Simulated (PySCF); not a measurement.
## Correlation energy of Cr²⁺ (chromium, charge +2)

[Ar] 3d3 4s1, high-spin 5F determinant (an excited configuration). All numbers are calculated (PySCF 2.14, no relativity, point nucleus, in aug-cc-pVTZ). Frozen: [Ar]; 4 electrons correlated.

```csv
level,correlation energy (mhartree)
CCSD,-30.75
(T),-0.20
CCSD(T),-30.95
```

Diagnostics: T1 = 0.0042, D1 = 0.0088, largest double amplitude 0.013.

Task: Is a single reference adequate?

Result: Yes: T1 lies below 0.03 and no double amplitude reaches 0.07.
